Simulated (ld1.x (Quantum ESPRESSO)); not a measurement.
**Transferability test, TM semilocal potential for Cl**

Cl, norm-conserving Troullier–Martins (semilocal form), made with ld1.x (Quantum ESPRESSO) 7.5 (PBE, scalar-relativistic). Core [Ne], reference 3s1.5 3p5.5. Waves: 3p (bound): rc 1.40 bohr; 3d channel at 0.15 Ry: rc 1.10 bohr; 3s (bound): rc 1.25 bohr. Local part: the s channel. Core correction: none.

Energies are relative to the spin-unpolarised reference configuration 3s1.5 3p5.5; without spin polarisation the order of configurations can differ from experiment.

```json
{"valence configuration": "3s2 3p5", "charge": "0", "ΔE all-electron (eV)": "-6.063", "error AE − PS (meV)": "+0.1"}
{"valence configuration": "3s2 3p4", "charge": "+1", "ΔE all-electron (eV)": "7.813", "error AE − PS (meV)": "+0.8"}
{"valence configuration": "3s2 3p3", "charge": "+2", "ΔE all-electron (eV)": "33.260", "error AE − PS (meV)": "+15"}
{"valence configuration": "3s1 3p5", "charge": "+1", "ΔE all-electron (eV)": "20.522", "error AE − PS (meV)": "+1.9"}
{"valence configuration": "3s2 3p5.3", "charge": "-0.3", "ΔE all-electron (eV)": "-8.201", "error AE − PS (meV)": "+0.6"}
{"valence configuration": "3s1 3p6", "charge": "0", "ΔE all-electron (eV)": "6.091", "error AE − PS (meV)": "-0.4"}
```

Problem. What are ΔE and the potential's error for 3s2 3p1?

Solution. ΔE = 123.810 eV all-electron; the error (AE − PS) is +175 meV.
